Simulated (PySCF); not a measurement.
H₂Cl₂FNSi (SMILES N[Si](F)(Cl)Cl), singlet, at a GFN2-xTB geometry; PySCF with CAMB3LYP/6-31G, polarisability by finite fields.

PySCF was given this input:
```python
from pyscf import gto, scf, dft

mol = gto.M(
    atom='''
N     1.83566138   -0.42828607    0.37628501
Si    0.16326278   -0.14627855    0.18894222
F    -0.49654676   -0.88255960    1.45582461
Cl   -0.18789615    1.81040006    0.30767242
Cl   -0.71585934   -0.97321588   -1.41638126
H     2.17625414   -1.34988243    0.59449257
H     2.52120143    0.10669012   -0.12804977
''',
    basis='6-31g',
    verbose=4,
)

mf = dft.RKS(mol)
mf.xc = 'camb3lyp'
mf.conv_tol = 1e-11
mf.kernel()
h0, z, done = mf.get_hcore(), mol.intor('int1e_r')[2], []
def energy(F):
    f = mf.copy()
    f.scf_summary = {}
    f.get_hcore = lambda *a: h0 + F * z
    e = f.kernel(mf.make_rdm1())
    done.append(f.converged)
    return e
F = 2e-4
alpha = -(energy(F) + energy(-F) - 2 * mf.e_tot) / F**2
print('alpha_zz =', alpha)
```

### Question
Predict the main parts of the log of this PySCF run.

### Answer

```
PySCF version 2.14.0

[INPUT] verbose = 4
[INPUT] num. atoms = 7
[INPUT] num. electrons = 66
[INPUT] charge = 0
[INPUT] spin (= nelec alpha-beta = 2S) = 0
[INPUT] symmetry False subgroup None
[INPUT] Mole.unit = angstrom
[INPUT] Symbol           X                Y                Z      unit          X                Y                Z       unit  Magmom
[...]
nuclear repulsion = 380.043273885985
number of shells = 35
number of NR pGTOs = 190
number of NR cGTOs = 61
basis = 6-31g
ecp = {}

******** <class 'pyscf.dft.rks.RKS'> ********
method = RKS
initial guess = minao
damping factor = 0
level_shift factor = 0
DIIS = <class 'pyscf.scf.diis.CDIIS'>
diis_start_cycle = 1
diis_space = 8
diis_damp = 0
SCF conv_tol = 1e-11
SCF conv_tol_grad = None
SCF max_cycles = 50
direct_scf = True
direct_scf_tol = 1e-13
XC library pyscf.dft.libxc version 7.1.2
    S. Lehtola, C. Steigemann, M. J. T. Oliveira, and M. A. L. Marques,  SoftwareX 7, 1–5 (2018)
XC functionals = camb3lyp
    T. Yanai, D. P. Tew, and N. C. Handy,  Chem. Phys. Lett. 393, 51 (2004)
radial grids:
    Treutler-Ahlrichs [JCP 102, 346 (1995); DOI:10.1063/1.469408] (M4) radial grids

becke partition: Becke, JCP 88, 2547 (1988); DOI:10.1063/1.454033
pruning grids: <function nwchem_prune>
grids dens level: 3
symmetrized grids: False
atomic radii adjust function: <function treutler_atomic_radii_adjust>
small_rho_cutoff = 0
Set gradient conv threshold to 3.16228e-06
Initial guess from minao.
tot grids = 104720
init E= -1366.37328812878
[...]
cycle= 1 E= -1365.52745023002  delta_E= 0.846  |g|=  0.7  |ddm|= 2.61
[...]
cycle= 2 E= -1365.53720273627  delta_E= -0.00975  |g|= 0.805  |ddm|= 1.66
[...]
cycle= 3 E= -1365.6497664258  delta_E= -0.113  |g|= 0.0885  |ddm|= 0.722
[...]
cycle= 4 E= -1365.65158922191  delta_E= -0.00182  |g|= 0.0199  |ddm|= 0.13
[...]
cycle= 5 E= -1365.65166702492  delta_E= -7.78e-05  |g|= 0.00738  |ddm|= 0.0261
[...]
cycle= 6 E= -1365.65167919815  delta_E= -1.22e-05  |g|= 0.00145  |ddm|= 0.00796
[...]
cycle= 7 E= -1365.65167981403  delta_E= -6.16e-07  |g|= 0.00027  |ddm|= 0.00256
[...]
cycle= 8 E= -1365.65167984052  delta_E= -2.65e-08  |g|= 3.42e-05  |ddm|= 0.000541
[...]
cycle= 9 E= -1365.65167984106  delta_E= -5.4e-10  |g|= 1.31e-05  |ddm|= 9.71e-05
[...]
cycle= 10 E= -1365.65167984112  delta_E= -5.84e-11  |g|= 2.47e-06  |ddm|= 2.43e-05
[...]
cycle= 11 E= -1365.65167984111  delta_E= 2.27e-12  |g|= 3.51e-07  |ddm|= 6.01e-06
[...]
Extra cycle  E= -1365.65167984111  delta_E=    0  |g|= 2.73e-07  |ddm|= 1.01e-06
converged SCF energy = -1365.65167984111

******** <class 'pyscf.dft.rks.RKS'> ********
method = RKS
initial guess = minao
damping factor = 0
level_shift factor = 0
DIIS = <class 'pyscf.scf.diis.CDIIS'>
diis_start_cycle = 1
diis_space = 8
diis_damp = 0
SCF conv_tol = 1e-11
SCF conv_tol_grad = None
SCF max_cycles = 50
direct_scf = True
direct_scf_tol = 1e-13
XC library pyscf.dft.libxc version 7.1.2
    S. Lehtola, C. Steigemann, M. J. T. Oliveira, and M. A. L. Marques,  SoftwareX 7, 1–5 (2018)
XC functionals = camb3lyp
    T. Yanai, D. P. Tew, and N. C. Handy,  Chem. Phys. Lett. 393, 51 (2004)
radial grids:
    Treutler-Ahlrichs [JCP 102, 346 (1995); DOI:10.1063/1.469408] (M4) radial grids

becke partition: Becke, JCP 88, 2547 (1988); DOI:10.1063/1.454033
pruning grids: <function nwchem_prune>
grids dens level: 3
symmetrized grids: False
atomic radii adjust function: <function treutler_atomic_radii_adjust>
small_rho_cutoff = 0
Overwritten attributes  get_hcore  of <class 'pyscf.dft.rks.RKS'>
Set gradient conv threshold to 3.16228e-06
init E= -1365.65158735805
[...]
cycle= 1 E= -1365.65158797765  delta_E= -6.2e-07  |g|= 0.000599  |ddm|= 0.00452
[...]
cycle= 2 E= -1365.65158797384  delta_E= 3.81e-09  |g|= 0.000682  |ddm|= 0.00136
[...]
cycle= 3 E= -1365.65158806103  delta_E= -8.72e-08  |g|= 5.89e-05  |ddm|= 0.000613
[...]
cycle= 4 E= -1365.65158806188  delta_E= -8.5e-10  |g|= 1.57e-05  |ddm|= 9.75e-05
[...]
cycle= 5 E= -1365.65158806196  delta_E= -7.78e-11  |g|= 5.33e-06  |ddm|= 3.74e-05
[...]
cycle= 6 E= -1365.65158806196  delta_E= -8.64e-12  |g|= 1.76e-06  |ddm|= 8.5e-06
[...]
Extra cycle  E= -1365.65158806196  delta_E= 1.82e-12  |g|= 1.9e-06  |ddm|= 3.56e-06
converged SCF energy = -1365.65158806196

******** <class 'pyscf.dft.rks.RKS'> ********
method = RKS
initial guess = minao
damping factor = 0
level_shift factor = 0
DIIS = <class 'pyscf.scf.diis.CDIIS'>
diis_start_cycle = 1
diis_space = 8
diis_damp = 0
SCF conv_tol = 1e-11
SCF conv_tol_grad = None
SCF max_cycles = 50
direct_scf = True
direct_scf_tol = 1e-13
XC library pyscf.dft.libxc version 7.1.2
    S. Lehtola, C. Steigemann, M. J. T. Oliveira, and M. A. L. Marques,  SoftwareX 7, 1–5 (2018)
XC functionals = camb3lyp
    T. Yanai, D. P. Tew, and N. C. Handy,  Chem. Phys. Lett. 393, 51 (2004)
radial grids:
    Treutler-Ahlrichs [JCP 102, 346 (1995); DOI:10.1063/1.469408] (M4) radial grids

becke partition: Becke, JCP 88, 2547 (1988); DOI:10.1063/1.454033
pruning grids: <function nwchem_prune>
grids dens level: 3
symmetrized grids: False
atomic radii adjust function: <function treutler_atomic_radii_adjust>
small_rho_cutoff = 0
Set gradient conv threshold to 3.16228e-06
init E= -1365.65177232419
[...]
cycle= 1 E= -1365.65177294366  delta_E= -6.19e-07  |g|= 0.0006  |ddm|= 0.00452
[...]
cycle= 2 E= -1365.65177293993  delta_E= 3.73e-09  |g|= 0.000682  |ddm|= 0.00136
[...]
cycle= 3 E= -1365.65177302719  delta_E= -8.73e-08  |g|= 5.89e-05  |ddm|= 0.000613
[...]
cycle= 4 E= -1365.65177302803  delta_E= -8.44e-10  |g|= 1.57e-05  |ddm|= 9.75e-05
[...]
cycle= 5 E= -1365.65177302812  delta_E= -8.37e-11  |g|= 5.3e-06  |ddm|= 3.74e-05
[...]
cycle= 6 E= -1365.65177302813  delta_E= -1.25e-11  |g|= 1.76e-06  |ddm|= 8.46e-06
[...]
cycle= 7 E= -1365.65177302812  delta_E= 6.82e-12  |g|= 2.53e-07  |ddm|= 3.5e-06
[...]
Extra cycle  E= -1365.65177302812  delta_E= -3.41e-12  |g|= 1.67e-07  |ddm|= 8.43e-07
converged SCF energy = -1365.65177302812
alpha_zz = 35.1964331457566
```
